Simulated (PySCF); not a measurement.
Vertical excitations of a molecule C₂H₅O, multiplicity 2 from TDA-CAM-B3LYP/def2-SVPD in PySCF, as energy in eV (oscillator strength): 4.76 (0.025), 5.62 (0.001), 5.86 (0.001), 6.24 (0.024), 6.35 (0.008), 6.64 (0.023), 6.99 (0.041), 7.13 (0.023), 7.25 (0.006), 7.77 (0.050). Geometry optimised at PBE0-D3(BJ)/def2-TZVP. The values are those of a single conformer.

Which structure fits?
A) [CH2]CO
B) C[CH]O
C) CC[O]
D) [CH2]OC

D, [CH2]OC
